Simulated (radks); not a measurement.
Species: Mg3+. Configuration: [He] 2p5 3p2 (not the ground configuration). All-electron calculation, non-relativistic Kohn-Sham, LDA (Slater exchange, VWN5 correlation), spin-unpolarised, spherical densities, point nucleus. Program: a radial shooting solver on a logarithmic mesh with Libxc functionals. Some entries of the table are withheld. Estimate them.

orbital,occ.,eigenvalue (eV),r(max) (bohr)
1s,2,(1),(2)
2s,0,-160.3228,0.5256
2p,5,(3),0.4436
3p,2,-33.6766,(4)
3d,0,-24.2348,1.746
4p,0,-14.1101,(5)
4f,0,(6),3.847

Answer. 
(1) 1s eigenvalue (eV): -1356.139
(2) 1s r(max) (bohr): 0.08558
(3) 2p eigenvalue (eV): -129.8787
(4) 3p r(max) (bohr): 1.779
(5) 4p r(max) (bohr): 4.173
(6) 4f eigenvalue (eV): -9.6547
